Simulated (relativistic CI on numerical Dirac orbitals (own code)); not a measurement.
Forbidden transitions in Br17+

Computed by Dirac-Coulomb-Breit CI, KLI orbitals optimised for each configuration, model QED (radiative potential, 1s self-energy scaled to tabulated hydrogen-like ionisation energies), unscaled Slater integrals (own radial code, finite nucleus).

CI space (outside the closed core [Ne]): 3s2.3p6, 3s2.3p5.3d, 3s.3p6.3d, 3s2.3p5.4s, 3s2.3p5.4p, 3s2.3p5.4d, 3s.3p6.4s, 3s2.3p5.4f, 3s.3p6.4p, 3p6.3d.4p, 3s.3p6.4d, 3s.3p6.4f, 3s2.3p5.5s, 3s2.3p5.5p, 3s2.3p5.5d, 3s2.3p5.5f, 3s2.3p5.5g, 3s.3p6.5s, 3s2.3p5.6s, 3s.3p6.5p, 3s2.3p5.6p, 3s2.3p5.6d, 3s.3p6.5d, 3p6.3d2, 3p5.3d3, 3p5.3d2.4s, 3p5.3d2.4p, 3p5.3d2.4d, 3p6.3d.4s, 3p5.3d.4s2, 3p5.3d.4s.4p, 3p5.3d.4s.4d. Double excitations out of closed p, d and f shells are left out; levels of such configurations are missing from the list, as are those of other unlisted configurations, and high levels can miss mixing partners. These lack a partner that the ground configuration has and come out too high: 3s2.3p5.4f, 3s2.3p5.5s, 3s2.3p5.5p, 3s2.3p5.5d, 3s2.3p5.5f.

```csv
λ vac (Å),Lower,Upper,Type,A (s⁻¹),gf,Branching (%)
49.217,3s2.3p5.3d 3P°_0 [2],3s2.3p5.4s 3P°_2 [18],E2,4.52e+06,8.21e-06,4.5
49.481,3s2.3p5.3d 3P°_1 [3],3s2.3p5.4s 3P°_2 [18],E2,1.18e+07,2.17e-05,11.7
50.042,3s2.3p5.3d 3P°_2 [4],3s2.3p5.4s 3P°_2 [18],E2,1.40e+07,2.62e-05,13.9
50.238,3p5.3d3 5D°_4 [60],3p5.3d2.4s 5G°_6 [300],E2,8.55e+06,4.21e-05,n/a
50.247,3s2.3p5.3d 3F°_4 [5],3s2.3p5.4s 3P°_2 [18],E2,3.57e+07,6.76e-05,35.5
50.339,3s2.3p5.3d 3F°_3 [6],3s2.3p5.4s 3P°_2 [18],E2,1.37e+07,2.60e-05,13.6
50.415,3s2.3p5.3d 1D°_2 [10],3s2.3p5.4s 3P°_0 [21],E2,4.23e+07,1.61e-05,42.7
50.478,3p5.3d3 3G°_5 [85],3p5.3d2.4s 3H°_6 [326],E2,1.01e+07,5.01e-05,n/a
50.574,3p5.3d3 5F°_5 [61],3p5.3d2.4s 5G°_6 [300],E2,1.27e+07,6.34e-05,n/a
50.636,3p5.3d3 3H°_6 [87],3p5.3d2.4s 3H°_6 [326],E2,1.55e+07,7.77e-05,n/a
50.788,3s2.3p5.3d 3F°_2 [7],3s2.3p5.4s 3P°_2 [18],E2,2.85e+06,5.52e-06,2.8
50.899,3p5.3d3 3I°_7 [92],3p5.3d2.4s 3H°_6 [326],E2,2.83e+07,1.43e-04,n/a
50.989,3s2.3p5.3d 3D°_2 [11],3s2.3p5.4s 3P°_0 [21],E2,3.59e+07,1.40e-05,36.2
51.041,3p5.3d3 5G°_6 [67],3p5.3d2.4s 5G°_6 [300],E2,2.85e+07,1.45e-04,n/a
51.653,3s2.3p5.3d 3D°_3 [8],3s2.3p5.4s 3P°_2 [18],E2,1.01e+07,2.02e-05,10.0
68.119,3s.3p6.3d 3D_1 [14],3p6.3d2 3P_1 [27],E2,8.28e+06,1.73e-05,n/a
68.755,3s.3p6.3d 3D_3 [16],3p6.3d2 3P_1 [27],E2,8.12e+06,1.73e-05,n/a
70.441,3s.3p6.3d 3D_3 [16],3p6.3d2 3F_4 [24],E2,1.28e+07,8.55e-05,n/a
70.506,3s.3p6.3d 3D_2 [15],3p6.3d2 3F_3 [22],E2,7.65e+06,3.99e-05,n/a
71.094,3s.3p6.3d 1D_2 [17],3p6.3d2 1G_4 [29],E2,1.41e+07,9.61e-05,n/a
```

Terms are leading LS components. Brackets give the number of a level in order of energy, since labels repeat. The list gives strong lines, with weight on those to low levels, among the lowest 400 of 1356 levels, so that lines to higher ones, which can be the strongest, are missing. Levels whose partners in the same complex of configurations lie outside the list can be far off, and so can their lines. Rates are taken at the computed energies, electric ones in the length gauge.

At this charge energies of transitions that change n are usually good to better than 1 %, and those within a shell (Δn = 0) to a few per cent.

LS names give the leading component of a level, which can be under half, so a name can repeat, a term be missing and a line seem to break the LS rules.
